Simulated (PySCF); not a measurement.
# Hartree-Fock beside MP2: AlClGeH3 cation

Calculated results; nothing here was measured. They come from PySCF 2.14.0, an open-source quantum chemistry program, on an isolated molecule that a program drew, which may never have been made. The molecule is AlClGeH3 cation (charge +1, singlet), drawn as the SMILES string `[Cl][Al+][GeH3]`.

The geometry was optimised and harmonic frequencies were computed with HF and MP2, all in the cc-pV(D+d)Z basis, for the commonest isotopes, with a restricted reference for singlets and an unrestricted one otherwise, and a frozen core in MP2. Germanium has the cc-pVDZ-PP basis, with a core potential (ECP10MDF) in place of its 10 inner electrons, and its 3s, 3p and 3d shells are frozen in MP2. Each result is a local minimum of its method.

Geometry at the HF minimum:
```xyz
6
AlClGeH3 cation, angstrom
Cl    0.9478   -4.7412   -2.7766
Al    0.7715   -2.9942   -1.7515
Ge    0.5488   -0.7869   -0.4561
H     1.0863   -1.1508    0.9135
H    -0.9411   -0.5151   -0.5178
H     1.4153    0.1596   -1.2629
```

Lengths of the bonds as drawn, in Å (atoms numbered as above):
| bond | HF | MP2 |
|---|---|---|
| Cl1-Al2 | 2.033 | 2.038 |
| Al2-Ge3 | 2.569 | 2.546 |
| Ge3-H4 | 1.516 | 1.523 |
| Ge3-H5 | 1.516 | 1.523 |
| Ge3-H6 | 1.516 | 1.523 |

Rotational constants, in GHz:
| constant | HF | MP2 |
|---|---|---|
| A | 76.41 | 75.61 |
| B | 0.929 | 0.9373 |
| C | 0.929 | 0.9373 |

Harmonic frequencies in cm^-1, each column in rising order, so a row needn't be the same motion in every method:
```
rank    HF   MP2
   1   102    94
   2   102    94
   3   199     ?
   4   512   480
   5   512   481
   6   657   653
   7   824   758
   8   937   881
   9   937   881
  10  2299  2238
  11  2312  2262
  12  2312  2262
```

**Estimate the missing MP2 frequency from the HF column.**

A single factor s that minimises the squared misfit of MP2 against s times HF over the other rows is sum(HF x MP2) / sum(HF^2) = 0.9707, with an rms misfit of 21 cm^-1. For rank 3 it gives 0.9707 x 199 = 193 cm^-1. The calculation gives 206 cm^-1, 13 cm^-1 above the estimate. The drawn bonds are on average 0.1 % longer in MP2 than in HF.
